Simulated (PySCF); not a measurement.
Mo(SMe)4, C4H12MoS4 (triplet state).
Bonds: Mo1–S2, Mo1–S7, Mo1–S12, Mo1–S17, S2–C3, S7–C8, S12–C13, S17–C18. Hydrogens: H4, H5, H6 on C3; H9, H10, H11 on C8; H14, H15, H16 on C13; H19, H20, H21 on C18.

Computed, not measured: PBE0-D3(BJ)/def2-SVP geometry optimisation, gas phase, def2 core potentials past Kr (PySCF).

(1) What internal coordinates does the optimisation give?

Answers

(1) 
| bond | length (Å) |
| --- | --- |
| Mo1–S2 and 3 like bonds | 2.293 |
| S2–C3 and 3 like bonds | 1.827 |
| C3–H4 and 11 like bonds | 1.099 |

Bonds in one row agree within 0.01 Å and their mean is given. A selection of angles:
| angle | degrees |
| --- | --- |
| S2–Mo1–S7 | 110.8 |
| S2–Mo1–S17 | 110.4 |
| S7–Mo1–S17 | 105.6 |
| S12–Mo1–S17 | 108.3 |
| Mo1–S2–C3 | 105.0 |
| S2–C3–H4 | 110.7 |
| S2–C3–H5 | 107.4 |
| S2–C3–H6 | 110.2 |
| H4–C3–H5 | 109.7 |
| Mo1–S12–C13 | 107.1 |

Dihedral angles: S7–Mo1–S2–C3 -72° (synclinal); S2–Mo1–S7–C8 -177° (antiperiplanar); S2–Mo1–S12–C13 82° (synclinal); S2–Mo1–S17–C18 55° (synclinal). The mirror-image conformer, all signs reversed, is as good.

All 4 C–S bonds measure 1.826 to 1.828 Å. Mo1 (molybdenum bonded to 4 S) is distorted tetrahedral (angles from 105.6° to 111.5°).

Point group: C1 (no symmetry element, even within 0.4 Å). Not checked by PBE0-D3(BJ)/def2-SVP frequencies. ⟨S²⟩ = 2.017 (exact for a triplet: 2.00).
